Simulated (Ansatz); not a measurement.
Species: GaCl2 (charge 0, doublet). It need not be the lowest isomer of its formula. 
Structure (B3LYP-D3(BJ)/def2-TZVP (Ansatz, a quantum-chemistry and plane-wave program) minimum search):
SMILES: [Cl][Ga][Cl]
```xyz
3

Ga     0.3971    -0.0046     0.4212
Cl     0.9893     0.3312    -1.6546
Cl    -1.7134    -0.3228     0.8864
```
Charge 0, spin multiplicity 2.

Quantity: vertical ionisation energy (to the singlet state of charge +1; each state is the SCF solution reached for its spin), in eV. Cores are frozen in the correlated levels unless marked. UHF or UKS for open shells. Spin-orbit coupling is left out. The frozen core is the preceding noble-gas configuration, with the filled d and f shells of earlier blocks. Non-relativistic. Basis-set limits of correlation are two-point, X^-3; Hartree-Fock from the larger set. The bracket is a focal-point correction in the basis named.

RI-MP2/CBS(def2-TZVPPD,def2-QZVPPD)+[CCSD(T)-MP2]/def2-TZVPPD (Ansatz) gives 9.13 eV.

Task: Another calculation gave 9.50 eV. Which level was it?
A. B2PLYP/def2-TZVPD (Ansatz)
B. CAM-B3LYP/def2-TZVPD (Ansatz)
C. PBE0/def2-TZVPD (Ansatz)

Result: B, CAM-B3LYP/def2-TZVPD (Ansatz). The others give 9.35 (PBE0), 9.20 (B2PLYP) eV.
